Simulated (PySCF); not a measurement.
## Absolute configuration from chiroptical data

Level of theory: TDDFT CAM-B3LYP/def2-SVPD circular dichroism and optical rotation, one conformer, gas phase (PySCF). Geometry: GFN2-xTB.

For a gas-phase anion, states above the detachment energy (about 2.2 eV, taken as minus the energy of the highest occupied orbital) lie in the continuum and depend on the basis. Singlets 8 and 9 lie within 0.01 eV of each other, so their separate moments and overlaps can depend on how they mix.

Values for one enantiomer of [C5H3F2O]-, R in 10⁻⁴⁰ esu² cm² (velocity form):
```
λ (nm)       f      R
   282   0.005   +6.3
   253   0.016   -2.9
   247   0.009   -0.3
   239   0.044  -21.3
   229   0.036  -14.9
   223   0.041   +0.6
   220   0.103  +22.6
   213   0.022  +18.3
   213   0.028   +2.5
   207   0.026  -45.3
   205   0.010   -5.6
   202   0.037   -0.6
   194   0.087  +47.2
   190   0.010   -2.2
   186   0.020   -5.0
   184  0.0007   -2.1
```

[α] at 589.3 nm: -91 deg dm⁻¹ (g/mL)⁻¹ (origin-invariant length gauge).

Problem. Which structure gives these signs?
A. C#C[C@@H]1[C@H]([O-])C1(F)F
B. C#C[C@H]1[C@@H]([O-])C1(F)F

Solution. A. Its CIP labels in SMILES order are R, S; the other enantiomer gives every sign reversed.

The signs above follow by mirror symmetry from the run on the other enantiomer. Geometry of C#C[C@H]1[C@@H]([O-])C1(F)F as run:
```xyz
11

C     2.258   -1.171    0.241
C     1.330   -0.405    0.255
C     0.256    0.505    0.238
C    -0.866    0.538   -0.982
O    -0.797   -0.120   -2.054
C    -1.156    0.008    0.399
F    -1.373   -1.305    0.702
F    -1.952    0.726    1.284
H     3.061   -1.844    0.203
H     0.453    1.466    0.703
H    -1.210    1.605   -1.014
```
